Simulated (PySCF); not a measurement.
A structure optimised at PBE-D3(BJ)/def2-SVP, used in a PySCF frequency run:

```xyz
5

F     -0.6796     1.8926     0.0000
Si    -0.4721     0.2851     0.0000
Cl    -1.3634    -0.4718    -1.6794
Cl    -1.3634    -0.4718     1.6794
Br     1.6880    -0.1424     0.0000
```

**Question.** Write its SMILES, formula and point group.

**Answer.** F[Si](Cl)(Cl)Br, BrCl2FSi, Cs

**Question.** What are its rotational constants (standard atomic weights)?

**Answer.** 1.7567, 1.0951, 0.88083 GHz
